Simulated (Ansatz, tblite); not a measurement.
Forces on GeH2MePh (C₇H₁₀Ge) at its PBE0-D4/def2-SVP geometry. The state is a singlet with charge 0.

The xTB rows come from tblite.

GFN1-xTB (tblite), largest force 0.79 eV/Å:

```xyz
18
positions Å, forces eV/Å
Ge   -1.803    0.367    0.802   -0.366    0.674    0.171
H    -1.752    1.078    2.172   -0.097   -0.283   -0.706
H    -2.777    1.122   -0.128    0.456   -0.311    0.534
C    -2.407   -1.477    1.031   -0.072   -0.008    0.031
H    -3.411   -1.507    1.478    0.236   -0.136   -0.108
H    -1.712   -2.023    1.685   -0.190    0.036   -0.139
H    -2.441   -1.987    0.056   -0.020    0.026    0.235
C    -0.020    0.406    0.016    0.258    0.031   -0.113
C     0.153    0.332   -1.373    0.176    0.000    0.008
C     1.428    0.324   -1.937    0.019   -0.004    0.063
C     2.553    0.393   -1.116   -0.088    0.006    0.041
C     2.398    0.473    0.268   -0.030   -0.015   -0.058
C     1.121    0.480    0.827    0.116   -0.011   -0.139
H    -0.721    0.282   -2.031    0.133    0.006    0.126
H     1.546    0.266   -3.022   -0.033    0.018    0.285
H     3.554    0.390   -1.555   -0.270   -0.001    0.118
H     3.278    0.531    0.914   -0.233   -0.011   -0.168
H     1.014    0.548    1.914    0.004   -0.015   -0.180
```

GFN2-xTB (tblite), largest force 0.74 eV/Å:

```
Ge -0.205 0.570 0.103
H -0.080 -0.166 -0.435
H 0.267 -0.183 0.342
C -0.213 -0.452 0.080
H 0.390 -0.081 -0.174
H -0.297 0.145 -0.245
H -0.010 0.130 0.390
C 0.674 0.069 -0.294
C 0.255 -0.001 0.114
C -0.062 0.007 0.165
C -0.115 0.007 0.050
C -0.163 -0.011 -0.065
C 0.093 -0.024 -0.270
H 0.264 0.020 0.305
H -0.039 0.023 0.410
H -0.386 -0.001 0.169
H -0.330 -0.021 -0.247
H -0.042 -0.029 -0.398
```

r2SCAN-D4/def2-TZVP (Ansatz), largest force 0.32 eV/Å:

```
Ge -0.029 0.097 0.016
H -0.005 -0.039 -0.066
H 0.045 -0.042 0.046
C -0.101 -0.300 0.038
H 0.266 0.003 -0.119
H -0.185 0.142 -0.171
H 0.008 0.132 0.256
C 0.156 0.033 -0.066
C -0.064 -0.025 -0.051
C 0.015 -0.010 -0.097
C 0.095 0.007 -0.039
C 0.085 -0.002 0.049
C -0.009 -0.011 0.084
H 0.217 0.019 0.160
H -0.031 0.018 0.280
H -0.264 0.000 0.114
H -0.229 -0.012 -0.165
H 0.030 -0.012 -0.270
```
